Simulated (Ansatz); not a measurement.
An input meant for B₈N₈H₂₂, a nanocrystal cut from wurtzite BN (hydrogen-capped) (charge 0, singlet).

```yaml
crystal:
  periodic: [false, false, false]
  atoms:
    - {symbol: B, position_ang: [0.333503, -2.823854, -0.845262]}
    - {symbol: N, position_ang: [0.332992, -2.760865, 0.763112]}
    - {symbol: N, position_ang: [0.341812, -1.301022, -1.301884]}
    - {symbol: B, position_ang: [-0.963369, -0.554207, -0.821100]}
    - {symbol: B, position_ang: [0.354314, -1.280328, 1.348181]}
    - {symbol: N, position_ang: [-0.905123, -0.523180, 0.783388]}
    - {symbol: N, position_ang: [-0.956378, 0.950620, -1.298523]}
    - {symbol: B, position_ang: [-2.277732, 1.705603, -0.838526]}
    - {symbol: B, position_ang: [-0.928960, 0.944860, 1.351493]}
    - {symbol: N, position_ang: [-2.222012, 1.668925, 0.769702]}
    - {symbol: B, position_ang: [1.645870, -0.586259, -0.816615]}
    - {symbol: N, position_ang: [1.602915, -0.535303, 0.771486]}
    - {symbol: N, position_ang: [1.594434, 0.921291, -1.323957]}
    - {symbol: B, position_ang: [0.316131, 1.719996, -0.813164]}
    - {symbol: B, position_ang: [1.652499, 0.950977, 1.351954]}
    - {symbol: N, position_ang: [0.340513, 1.653753, 0.774756]}
    - {symbol: H, position_ang: [-0.693478, -3.380151, -1.229988]}
    - {symbol: H, position_ang: [1.358093, -3.389464, -1.226054]}
    - {symbol: H, position_ang: [-0.482269, -3.260484, 1.140971]}
    - {symbol: H, position_ang: [1.140580, -3.273163, 1.140284]}
    - {symbol: H, position_ang: [0.333718, -1.351412, -2.329110]}
    - {symbol: H, position_ang: [-1.967381, -1.132398, -1.223547]}
    - {symbol: H, position_ang: [0.356831, -1.326813, 2.574567]}
    - {symbol: H, position_ang: [-1.736933, -1.003457, 1.147487]}
    - {symbol: H, position_ang: [-1.005384, 0.971050, -2.325642]}
    - {symbol: H, position_ang: [-3.274348, 1.097205, -1.224227]}
    - {symbol: H, position_ang: [-2.253644, 2.876835, -1.215805]}
    - {symbol: H, position_ang: [-0.966330, 0.967615, 2.577988]}
    - {symbol: H, position_ang: [-3.062100, 1.211783, 1.146977]}
    - {symbol: H, position_ang: [-2.261315, 2.623362, 1.149695]}
    - {symbol: H, position_ang: [2.664269, -1.129463, -1.239159]}
    - {symbol: H, position_ang: [2.448755, -0.989156, 1.135511]}
    - {symbol: H, position_ang: [1.685459, 0.975368, -2.346924]}
    - {symbol: H, position_ang: [2.424434, 1.399292, -0.936006]}
    - {symbol: H, position_ang: [0.355837, 2.874437, -1.233197]}
    - {symbol: H, position_ang: [1.634017, 0.938453, 2.579171]}
    - {symbol: H, position_ang: [2.668010, 1.537219, 0.941130]}
    - {symbol: H, position_ang: [0.371760, 2.612358, 1.140878]}
basis:
  gaussian: {orbitals: cc-pVDZ}
magnetization: {spin_polarized: true, initial_magnetization: 6}
hamiltonian: {xc: {name: revPBE}, dispersion: d4}
```

```sh
$ ansatz run in.yaml --threads 2 --pin off --events-out ev --progress --plain --max-ram 32768MiB --backend cuda --devices 0, --max-vram 18GiB
```

It prints (some lines left out):

```
Functional definition: revPBE
4092 factors; their error is unknown
mean field evaluation 1: about -17645.5849 eV, gradient 8.5e1 eV
mean field evaluation 2: about -17475.0886 eV, gradient 2.1e2 eV
mean field evaluation 4: about -17638.0024 eV, gradient 6.6e1 eV
mean field evaluation 8: about -17671.7440 eV, gradient 2.6e1 eV
mean field evaluation 16: about -17678.5636 eV, gradient 3.2e0 eV
mean field evaluation 32: about -17678.4825 eV, gradient 3.5e-2 eV
mean field evaluation 64: about -17677.2695 eV, gradient 8.0e0 eV
mean field evaluation 96: about -17678.3892 eV, gradient 6.5e-1 eV
mean field evaluation 128: about -17677.9953 eV, gradient 2.7e0 eV
mean field evaluation 160: about -17678.4803 eV, gradient 7.5e-2 eV
mean field -17678.48256322 eV, -649.6722512925 hartree, gradient 1.9e-6 eV, S^2 12.004479; 10 other end points of the search recorded, 0 dependent functions left out
reference -17678.48264161 eV, -649.6722541734 hartree; 62, 56 occupied and 272, 278 virtual orbitals, 4092 factors
Total energy: -17683.42319374 eV, -649.8538161151 hartree
```

In this input the spin is set far too high (6 unpaired electrons typed, 0 in the singlet as meant). The run converged. The result belongs to that input, not to the species as meant.
